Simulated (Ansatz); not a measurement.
Consider the formal exchange of groups at the Si–Si bond: `CO[SiH](O)[SiH](O)O` + CH₄ → `O[SiH2]O` + `CO[SiH](C)O`.

Calculated with Ansatz (gas phase, PBE0-D4/def2-TZVP geometries, no zero-point term in ΔE). CCSD(T)/CBS adds triple-zeta CCSD(T) − MP2 to the extrapolated MP2 energy (def2 sets, frozen cores). This one scheme is used for every species. Functionals use def2-TZVPP. B3LYP here is the variant with VWN-RPA as its local correlation; programs differ in this. Each species was taken in one conformer, which may not be the lowest.

`CO[SiH](O)[SiH](O)O`:

```xyz
15

C     1.918   -1.331   -0.766
O     1.711   -0.353    0.229
Si    0.597    0.847    0.086
O     0.892    1.967    1.251
Si   -1.583    0.086    0.500
O    -2.748    1.192    0.116
O    -1.741   -1.203   -0.510
H     1.054   -1.998   -0.855
H     2.791   -1.923   -0.485
H     2.107   -0.874   -1.744
H     0.750    1.433   -1.283
H     1.749    2.396    1.249
H    -1.800   -0.314    1.925
H    -3.103    1.715    0.835
H    -2.595   -1.639   -0.548
```

CH₄:

Cartesian coordinates in Å:
```
C 0.000 0.000 0.000
H 0.889 -0.444 0.447
H -0.444 0.707 0.701
H -0.721 -0.784 -0.231
H 0.276 0.521 -0.916
```

`O[SiH2]O`:

Cartesian coordinates in Å:
```
O 0.350 1.355 -0.381
Si -0.296 -0.151 -0.278
O 0.289 -1.029 0.980
H 0.153 1.974 0.323
H -1.754 -0.099 -0.026
H 0.044 -0.773 -1.578
H 1.215 -1.277 0.959
```

`CO[SiH](C)O`:

Z-matrix (Å, degrees):
```
C
O 1 1.406
H 1 1.098 2 111.7
H 1 1.092 2 108.6 3 119.3
H 1 1.096 2 111.3 3 -121.6
Si 2 1.640 1 123.5 3 48.9
O 6 1.648 2 112.4 1 63.2
C 6 1.845 2 106.7 1 -178.4
H 6 1.494 2 108.0 1 -55.4
H 7 0.957 6 117.8 2 -90.8
H 8 1.093 6 110.1 2 -63.8
H 8 1.092 6 110.8 2 176.6
H 8 1.092 6 110.8 2 55.9
```

| level | ΔE (kJ/mol) | difference from CCSD(T)/CBS |
| --- | --- | --- |
| PBE-D4 | -15.1 | 15.8 |
| r2SCAN-D4 | -27.2 | 3.7 |
| PBE0-D4 | -21.0 | 9.9 |
| B3LYP-D4 | -22.3 | 8.6 |
| ωB97X-V | -27.9 | 3.0 |
| B2PLYP | -32.1 | -1.2 |
| PBE | -19.3 | 11.6 |
| PBE0 | -25.1 | 5.8 |
| HF/def2-TZVPP | -39.7 | -8.8 |
| SCS-MP2/def2-TZVPP | -37.0 | -6.1 |
| CCSD/def2-TZVPP | -33.8 | -2.9 |
| HF/def2-QZVPP | -40.4 | -9.5 |
| MP2/def2-QZVPP | -37.1 | -6.2 |
| SCS-MP2/def2-QZVPP | -36.5 | -5.6 |
| MP2/CBS(def2) | -36.3 | -5.4 |
| CCSD/CBS(def2) | -32.5 | -1.6 |
| CCSD(T)/CBS | -30.9 | 0 |

Largest T1 diagnostic among the species: 0.012.

From PBE to PBE0 (25 % exact exchange), in def2-TZVPP and without D4, ΔE moves by −5.8 kJ/mol. The D4 term adds +6.6 kJ/mol with B3LYP and +4.1 kJ/mol with PBE0; it sums over pairs of atoms, weighted by their polarisabilities, and B3LYP, whose exchange is more repulsive, gets the larger term.
